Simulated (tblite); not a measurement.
C3H12NSi2 (doublet state).
Bonds: C1–C2, C2–N3, N3–C4, N3–Si5, Si5–Si6. Hydrogens: H7, H8, H9 on C1; H10, H11 on C2; H12, H13, H14 on C4; H15, H16 on Si5; H17, H18 on Si6.

Computed with GFN2-xTB (tblite), gas phase: L-BFGS steps from a force-field or distance-geometry start until the largest atomic force falls under 0.01 eV/Å.

Step 96: E = -513.8530 eV
```
atom  x, y, z in Å  |  force x, y, z in eV/Å
C1     -0.8142    1.7422   -0.9884    0.005  -0.007   0.017
C2     -0.4989    0.9629    0.2911    0.006  -0.013   0.000
N3     -0.4092   -0.4632    0.1111    0.003  -0.020  -0.010
C4     -1.6824   -1.1163   -0.0318   -0.021  -0.025  -0.012
Si5     1.0085   -1.2071   -0.5353    0.004  -0.020   0.012
Si6     2.7770   -0.3347    0.5918   -0.013   0.047  -0.007
H7     -0.7723    2.8114   -0.7927   -0.015  -0.017  -0.006
H8     -0.0890    1.4986   -1.7626   -0.003   0.004   0.026
H9     -1.8087    1.4969   -1.3552    0.020   0.002   0.003
H10     0.4579    1.3108    0.6940    0.023   0.003  -0.019
H11    -1.2715    1.1730    1.0422   -0.007  -0.002  -0.013
H12    -1.5310   -2.1931   -0.0438   -0.007   0.004  -0.012
H13    -2.3291   -0.8707    0.8169    0.016   0.040  -0.024
H14    -2.2039   -0.8362   -0.9555    0.003  -0.005   0.027
H15     1.0547   -1.1845   -2.0208   -0.024   0.047  -0.022
H16     0.8432   -2.6343   -0.2212   -0.007  -0.017   0.033
H17     3.9816   -1.1656    0.6474    0.019  -0.006   0.005
H18     3.2783    1.0163    0.3008   -0.003  -0.015   0.004
```

Step 97: E = -513.8534 eV
```
atom  x, y, z in Å  |  force x, y, z in eV/Å
C1     -0.8143    1.7425   -0.9891   -0.001  -0.006   0.019
C2     -0.4977    0.9619    0.2898    0.006   0.003  -0.001
N3     -0.4089   -0.4641    0.1094   -0.010  -0.011   0.004
C4     -1.6826   -1.1164   -0.0305   -0.033  -0.035  -0.006
Si5     1.0082   -1.2088   -0.5361    0.015  -0.015  -0.025
Si6     2.7753   -0.3347    0.5913    0.020   0.002   0.005
H7     -0.7754    2.8119   -0.7914   -0.015  -0.036  -0.011
H8     -0.0872    1.5018   -1.7629   -0.016   0.006   0.033
H9     -1.8086    1.4946   -1.3563    0.038   0.007   0.004
H10     0.4597    1.3099    0.6910    0.027   0.000  -0.017
H11    -1.2685    1.1732    1.0427   -0.007  -0.008  -0.021
H12    -1.5337   -2.1938   -0.0349   -0.001   0.009  -0.016
H13    -2.3302   -0.8651    0.8162    0.022   0.042  -0.031
H14    -2.2026   -0.8415   -0.9565    0.000  -0.005   0.027
H15     1.0560   -1.1786   -2.0235   -0.026   0.036   0.008
H16     0.8432   -2.6366   -0.2245   -0.009  -0.011   0.028
H17     3.9825   -1.1663    0.6476   -0.015   0.018   0.002
H18     3.2762    1.0163    0.3059    0.003   0.003  -0.002
```

Question: Estimate the geometry and energy of step 98. (The exact step hangs on the optimiser's Hessian estimate; all steps are aligned on step 97, rigid shifts and turns removed.)

Answer: E = -513.8538 eV, largest force 0.053 eV/Å
```
atom  x, y, z in Å  |  force x, y, z in eV/Å
C1     -0.8133    1.7427   -0.9884   -0.001  -0.007   0.015
C2     -0.4972    0.9605    0.2895    0.009   0.007   0.003
N3     -0.4098   -0.4656    0.1084   -0.009  -0.007   0.012
C4     -1.6841   -1.1172   -0.0300   -0.021  -0.024  -0.002
Si5     1.0075   -1.2103   -0.5361    0.017  -0.006  -0.041
Si6     2.7742   -0.3340    0.5899    0.032  -0.005   0.011
H7     -0.7777    2.8119   -0.7887   -0.015  -0.034  -0.009
H8     -0.0839    1.5059   -1.7611   -0.015   0.004   0.030
H9     -1.8062    1.4933   -1.3586    0.039   0.005   0.006
H10     0.4609    1.3079    0.6906    0.020  -0.004  -0.019
H11    -1.2674    1.1727    1.0428   -0.006  -0.012  -0.021
H12    -1.5373   -2.1946   -0.0267    0.003   0.000  -0.019
H13    -2.3329   -0.8590    0.8135    0.018   0.042  -0.026
H14    -2.2010   -0.8470   -0.9587   -0.010  -0.004   0.017
H15     1.0570   -1.1742   -2.0242   -0.027   0.027   0.021
H16     0.8444   -2.6386   -0.2259   -0.012  -0.009   0.024
H17     3.9826   -1.1645    0.6479   -0.023   0.021   0.002
H18     3.2756    1.0165    0.3037    0.002   0.006  -0.003
```

The energy changes by -0.0004 eV. The first-order estimate −F·Δx gives -0.0005 eV and the mean of the old and new forces, exact on a quadratic surface, -0.0004 eV. The step makes an angle of 78° with the force vector and moves no atom by more than 0.009 Å.

What follows is the cost of the whole relaxation. Hardware: one thread, Arm Neoverse V2 (aarch64), no GPU, shared host with 96 logical CPUs at a one-minute load of 70. Cost: 0.73 s.
